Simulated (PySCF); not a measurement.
Species: C5H10O2Si.
Structure used (GFN2-xTB), in Å, numbered top down from 1:
```xyz
18
C5H10O2Si angstrom
C      2.9181    0.6239   -0.4123
C      2.8515   -0.1706    0.6405
O      1.8073   -0.9396    0.9938
Si     0.3025   -1.1796    0.4221
C     -0.7859    0.3789    0.6832
C     -2.1896    0.0486    0.3066
C     -2.5778    0.4345   -1.1011
O     -2.9517   -0.5149    1.0558
H      2.0945    0.7178   -1.0981
H      3.8039    1.1943   -0.6167
H      3.6774   -0.2760    1.3348
H     -0.0996   -2.2825    1.2755
H      0.3050   -1.4952   -1.0117
H     -0.7449    0.6310    1.7429
H     -0.4113    1.2214    0.1042
H     -3.5461    0.0104   -1.3544
H     -1.8251    0.0845   -1.8033
H     -2.6369    1.5193   -1.1734
```

Computed, not measured: TDDFT wB97X-D/def2-SVPD, vertical, gas phase, core orbitals frozen in the response in PySCF 2.14.0, density-fitted response routines.

Kohn–Sham orbitals with the atoms that hold most of them (Löwdin shares over 4%, at most four atoms; ? is withheld):

| orbital | ε (eV) | atoms |
| --- | --- | --- |
| HOMO-3 | -11.22 | O3 26%, Si4 22%, H13 19%, H12 8% |
| HOMO-2 | -11.05 | C5 24%, O8 19%, Si4 16%, O3 12% |
| HOMO-1 | -9.33 | O8 51%, C6 9%, C7 8%, C1 8% |
| HOMO | -9.08 | ? |
| LUMO | ? | ? |
| LUMO+1 | 1.83 | C2 14%, C1 12%, Si4 11%, C7 9% |
| LUMO+2 | 2.04 | Si4 30%, C1 13%, C2 9%, H13 8% |

Problem. Give the leading atoms of the HOMO.

Solution. C1 (bonded to C and 2 H) 29%; O3 (bonded to C and Si) 20%; C2 (bonded to C, O and H) 20%; O8 (bonded to C) 11%. By element: carbon 49% or more, oxygen 31%.

Problem. Give the leading atoms of the LUMO.

Solution. C6 (bonded to 2 C and O) 31%; O8 (bonded to C) 28%; Si4 (bonded to C, O and 2 H) 9%; C5 (bonded to C, Si and 2 H) 9%. By element: carbon 40% or more, oxygen 28% or more, silicon 9%.

Problem. What is the LUMO energy, and the HOMO–LUMO gap?

Solution. ε(LUMO) = 1.13 eV; the gap is 10.21 eV (0.3753 hartree).

Problem. How does S1 compare with the orbital gap of 10.21 eV?

Solution. S1 is at 4.49 eV (f = 0.0019), 5.72 eV below the gap, made of HOMO-1→LUMO (73%), HOMO→LUMO (20%). Its leading pair isn't HOMO and LUMO; the energies of that pair differ by 10.46 eV. Without the coupling terms of the response equations the lowest excitation would equal the gap.

Problem. Give energy, strength and leading configuration of S1, S3 and S8, and follow the Löwdin shares of the leading atoms from the occupied to the empty orbital.

Solution. 
- S1 (4.49 eV, f 0.0019), HOMO-1→LUMO (73%): O8 51% → 28%, C6 9% → 31%
- S3 (6.86 eV, f 0.165), HOMO→LUMO+1 (70%): C1 29% → 12%, O3 20% → at most 9%, C2 20% → 14%
- S8 (7.81 eV, f 0.098), HOMO-2→LUMO (72%): C5 24% → 9%, O8 19% → 28%, C6 at most 13% → 31%

One conformer stands for the species.
